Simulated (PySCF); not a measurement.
Al(OH) (AlHO), SMILES [OH][Al] (connectivity only; charge and spin as stated), neutral, multiplicity 1.

The structure is a stationary point at B3LYP-D3(BJ)/def2-TZVPD.

The numbers are results of M06-2X/def2-TZVPD in PySCF, not measurements.

Gas-phase values at a fixed geometry.

```json
{
 "total_energy": "-318.29112 hartree",
 "point_group": "C∞v",
 "highest_occupied_level": "-7.52 eV",
 "lowest_empty_level": "-0.11 eV",
 "orbital_gap": "7.41 eV",
 "dipole_moment": "0.79 D",
 "quadrupole, principal values (traceless, Buckingham form, about the centre of nuclear charge)": "-0.45, -0.45, 0.90 D·Å",
 "mean_static_polarisability": "44.3 bohr³ (6.57 Å³)",
 "polarisability_principal_values": "43.8, 43.8, 45.4 bohr³"
}
```
